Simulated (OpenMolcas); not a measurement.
A calculation on Kr⁺.

| Property | Result |
| --- | --- |
| Program | OpenMolcas |
| Method | SS-RASPT2, IPEA 0.25 Eh, imaginary shift 0.1 Eh (closed shells correlated: 3d) |
| Basis | ANO-RCC-VTZP [6s5p3d1f] |
| Scalar Hamiltonian | DKH2, point nucleus |
| Active space | 7 electrons in 9 orbitals (RAS2 4s 4p; RAS3 4d, at most 2 electrons) |
| State averaging | 2S+1 = 2 odd, 3 roots; 2S+1 = 2 even, 1 root |
| Spin-orbit coupling | state interaction with AMFI integrals over the reference wave functions, term energies averaged over their components |

Task: Which level of the active space comes out lowest?

Result: 4s² 4p⁵ ²P°_3/2, with 100 % of that term; it is also the measured ground level.

Task: How high does 4s² 4p⁵ ²P°_1/2 lie?

Result: 4816 cm⁻¹ above the lowest level; measured 5370 cm⁻¹ above the ground level, so the calculation is off by -10 %.

Task: How high does 4s 4p⁶ ²S_1/2 lie?

Result: 112793 cm⁻¹ above the lowest level; measured 109000 cm⁻¹ above the ground level, so the calculation is off by +3 %.

Measured values: NIST Handbook of Basic Atomic Spectroscopic Data.

Active for correlation alone: 4d; no level in the range computed is led by a configuration that fills it, so any true level of that kind is missing. Some terms mix strongly with configurations of 4d, whose occupation reaches 0.33 (4s 4p⁶ ²S). Computed and measured levels are paired by configuration, term and J; levels that our copy of the source lacks, or whose pairing is in doubt (as where it misses far off the trend of its configuration), stay unpaired and out of the deviations. Only configurations of the active space appear.

° marks odd parity.
